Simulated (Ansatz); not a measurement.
Frontier orbitals of GaH$_{6}$NSiTe, SMILES `N[SiH]([GaH2])[TeH]`.

The species carries charge 0 and has multiplicity 1. Correlated methods include outer-core shells of Ga, Te, which these sets cover unevenly. Scalar relativity is left out up to krypton. Te takes the def2 core potential. All single points use the PBE0-D4/def2-TZVP geometry. It is one conformer, not always the lowest. Basis def2-TZVPP, the Gaussian-basis code of Ansatz.

```json
{"functional": "ωB97M-V", "HOMO (eV)": "-8.42", "LUMO (eV)": "0.79"}
```

(1) Give HOMO and LUMO (eV) with LDA (SPW92), PBE, revPBE, BLYP, r2SCAN, B97M-V, PBE0, B3LYP, r2SCANh, r2SCAN0, HSE06 (plane-wave form), BHLYP, CAM-B3LYP, LC-ωPBE, ωB97X-V, HF. (Best estimate.)

Results:

(1) Computed: 
```tsv
functional	HOMO	LUMO
LDA (SPW92)	-5.73	-1.80
PBE	-5.59	-1.63
revPBE	-5.54	-1.56
BLYP	-5.43	-1.51
r2SCAN	-5.81	-1.45
B97M-V	-5.82	-1.54
PBE0	-6.54	-0.89
B3LYP	-6.34	-1.08
r2SCANh	-6.16	-1.18
r2SCAN0	-6.68	-0.78
HSE06 (plane-wave form)	-6.16	-1.25
BHLYP	-7.34	-0.08
CAM-B3LYP	-7.65	0.07
LC-ωPBE	-8.84	1.10
ωB97X-V	-8.57	0.99
HF	-8.56	1.93
```

B3LYP here is the variant with VWN-RPA as its local correlation; programs differ in this. LC-ωPBE has ω = 0.4 bohr⁻¹. Positive LUMOs are unbound and depend on the basis.
